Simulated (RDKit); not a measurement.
A run for RDKit: UFF on HI (SMILES I).

```python
from rdkit import Chem
from rdkit.Chem import AllChem, rdDetermineBonds

blocks = [
'''2

I    -0.07539172   -0.14268552   -0.62459203
H     0.20738496   -0.56264426    0.90847551
''',
]
mol = None
for b in blocks:
    f = Chem.MolFromXYZBlock(b)
    rdDetermineBonds.DetermineBonds(f, charge=0)
    mol = f if mol is None else Chem.CombineMols(mol, f)
Chem.SanitizeMol(mol)
print(Chem.MolToSmiles(Chem.RemoveHs(mol)))
ff = AllChem.UFFGetMoleculeForceField(mol, vdwThresh=100.0, ignoreInterfragInteractions=False)
e = ff.CalcEnergy()
print(f'UFF energy {e:.6f} kcal/mol')
```

It printed:

```
I
UFF energy 1.505205 kcal/mol
```

The run finished.

Cost: about 0.010 core-seconds (a rough figure).
